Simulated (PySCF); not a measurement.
# Nonlinear optical response: `N#CC(F)=C=C=C=CF`, C6HF2N

Molfile (atoms numbered from 1):
```
C6HF2N
     RDKit          3D

 10  9  0  0  0  0  0  0  0  0999 V2000
   -3.1021    1.8164   -1.8481 N   0  0  0  0  0  0  0  0  0  0  0  0
   -2.6794    0.9355   -1.2233 C   0  0  0  0  0  0  0  0  0  0  0  0
   -2.1492   -0.1481   -0.4564 C   0  0  0  0  0  0  0  0  0  0  0  0
   -3.0378   -1.0850   -0.1399 F   0  0  0  0  0  0  0  0  0  0  0  0
   -0.8795   -0.2145   -0.0933 C   0  0  0  0  0  0  0  0  0  0  0  0
    0.3570   -0.2256    0.2304 C   0  0  0  0  0  0  0  0  0  0  0  0
    1.5948   -0.2445    0.5553 C   0  0  0  0  0  0  0  0  0  0  0  0
    2.8815   -0.2940    0.8357 C   0  0  0  0  0  0  0  0  0  0  0  0
    3.4009    0.2181    1.9361 F   0  0  0  0  0  0  0  0  0  0  0  0
    3.6256   -0.7620    0.1812 H   0  0  0  0  0  0  0  0  0  0  0  0
  1  2  3  0
  2  3  1  0
  3  4  1  0
  3  5  2  0
  5  6  2  0
  6  7  2  0
  7  8  2  0
  8  9  1  0
  8 10  1  0
M  END
```

Computed, not measured: PySCF 2.14.0, quadratic response CAM-B3LYP/aug-cc-pVDZ first hyperpolarisability, Taylor convention, gas phase. Geometry: PBE0-D3(BJ)/def2-SVP.

Problem. Give β for the processes computed.

Solution. In au, Taylor convention; the vector part is βᵢ = ⅓ Σⱼ (βᵢⱼⱼ + βⱼᵢⱼ + βⱼⱼᵢ); β∥ is 3/5 of the vector part along the dipole, the dipole points from − to +:
| process | λ (nm) | β vector norm | β∥ | β HRS | depolarisation ratio |
| --- | --- | --- | --- | --- | --- |
| static β(0;0,0) | ∞ | 165.0 | -41.7 | 79.5 | 3.39 |
| second harmonic β(−2ω;ω,ω) | 1907 | 176.2 | -48.0 | 84.5 | 3.49 |
| Pockels β(−ω;ω,0) | 1907 | 168.5 | -43.7 | – | – |
| second harmonic β(−2ω;ω,ω) | 1064 | 210.0 | -67.3 | 99.3 | 3.68 |
| Pockels β(−ω;ω,0) | 1064 | 177.1 | -48.5 | – | – |

Problem. Which lowest excitations, dipole and polarisabilities go with it?

Solution. S1 3.36 eV (f = 0.000); S2 3.70 eV (f = 0.000); S3 4.45 eV (f = 0.071); dipole 4.10 D; isotropic α 104.7 au static, 105.6 au at 1907 nm, 107.4 au at 1064 nm, 108.1 au at 953.5 nm, 117.1 au at 532 nm.
